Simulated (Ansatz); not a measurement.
The cluster Zn2Se⁺ (the lowest doublet isomer of a short search), 3 atoms. Hardware: 4 threads of Arm Neoverse V1 on a shared host.

Correlated methods freeze 27 core orbitals; core or outer-core shells of Se are correlated, in sets that lack core-valence functions.

Problem. How many basis functions does each of these Ansatz runs have, and roughly what does it cost? B3LYP-D4/def2-TZVP, charge 1 doublet, energy, from earlier orbitals; CCSD(T)/def2-TZVP, charge 1 quartet, energy, from earlier orbitals; PBE0-D4/def2-SVP, charge 1 doublet, energy, from earlier orbitals; PBE with 5 % exact exchange/def2-TZVP, charge 1 doublet, energy, from earlier orbitals; PBE with 15 % exact exchange/def2-TZVP, charge 1 doublet, energy, from earlier orbitals; HF/def2-TZVP, charge 1 quartet, energy, from earlier orbitals; PBE-D4/def2-TZVP, charge 0 triplet at the geometry of the charge 1 doublet, energy, from earlier orbitals; B3LYP-D4/def2-TZVP, charge 1 quartet, energy, from earlier orbitals; PBE with 35 % exact exchange/def2-TZVP, charge 1 quartet, energy, from earlier orbitals; r2SCAN-D4/def2-TZVP, charge 0 singlet at the geometry of the charge 1 doublet, energy, from earlier orbitals; r2SCAN-D4/def2-TZVP, charge 1 doublet, relaxation, 6 steps; B97M-V/def2-TZVP, charge 1 quartet, energy, from earlier orbitals.

Solution. Other jobs shared the machine, so times can vary by a factor of up to 3. A dash marks memory too small to be measured apart from the calling script's.

```tsv
run	functions	fitting or Cholesky vectors	wall time	peak host memory (GiB)
PBE-D4/def2-TZVP, charge 0 triplet at the geometry of the charge 1 doublet, energy, from earlier orbitals	144	1307	2.4 s	–
HF/def2-TZVP, charge 1 quartet, energy, from earlier orbitals	144	1140	2.5 s	–
PBE0-D4/def2-SVP, charge 1 doublet, energy, from earlier orbitals	94	900	2.5 s	–
r2SCAN-D4/def2-TZVP, charge 0 singlet at the geometry of the charge 1 doublet, energy, from earlier orbitals	144	1307	3.1 s	–
PBE with 15 % exact exchange/def2-TZVP, charge 1 doublet, energy, from earlier orbitals	144	1148	4.2 s	–
PBE with 35 % exact exchange/def2-TZVP, charge 1 quartet, energy, from earlier orbitals	144	1140	4.2 s	–
B3LYP-D4/def2-TZVP, charge 1 doublet, energy, from earlier orbitals	144	1148	4.3 s	–
B3LYP-D4/def2-TZVP, charge 1 quartet, energy, from earlier orbitals	144	1140	4.3 s	–
PBE with 5 % exact exchange/def2-TZVP, charge 1 doublet, energy, from earlier orbitals	144	1148	4.3 s	–
B97M-V/def2-TZVP, charge 1 quartet, energy, from earlier orbitals	144	1307	11 s	–
CCSD(T)/def2-TZVP, charge 1 quartet, energy, from earlier orbitals	144	1140	19 s	1.3
r2SCAN-D4/def2-TZVP, charge 1 doublet, relaxation, 6 steps	144	1307	24 s	–
```
